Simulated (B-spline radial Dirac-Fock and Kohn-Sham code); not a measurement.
# The Zr atom: differential elastic cross section for electrons at 137 eV

Calculated with a B-spline atomic structure program, using relativistic (Dirac) partial waves in the static field of the Dirac-Fock atom with Furness-McCarthy exchange, without polarisation or absorption potentials. Below a few hundred eV the neglected polarisation potential matters, most of all at small angles.

| θ (°) | dσ/dΩ (a₀²/sr) | Sherman function |
| --- | --- | --- |
| 0 | 150 | 0.000 |
| 0.5 | 149 | 0.000 |
| 1 | 148 | 0.000 |
| 2 | 144 | 0.000 |
| 4 | 130 | 0.000 |
| 8 | 88.6 | 0.001 |
| 12 | 52.4 | 0.002 |
| 16 | 30.1 | 0.003 |
| 24 | 10.9 | 0.005 |
| 32 | 3.58 | 0.003 |
| 45 | 0.469 | -0.053 |
| 60 | 1.45 | -0.003 |
| 75 | 1.17 | 0.017 |
| 90 | 0.109 | 0.061 |
| 105 | 0.336 | -0.064 |
| 120 | 0.930 | -0.032 |
| 135 | 0.502 | -0.032 |
| 150 | 0.00144 | 0.216 |
| 165 | 0.517 | 0.010 |
| 180 | 1.03 | 0.000 |

The total elastic cross section is 32.9 a₀², the first transport cross section 7.94 a₀² and the second, weighted with (3/2) sin²θ, 11.2 a₀². The mean deflection is ⟨1 − cos θ⟩ = 0.241, and 8.3 % of the collisions scatter beyond 90°.

On this grid of angles the cross section has minima near 45°, 90°, 150°, from interference among the few low partial waves with large phase shifts.

Phase shifts modulo π (rad) for κ = −1 to −5: 0.038, 1.059, -1.476, -1.037, 1.013.
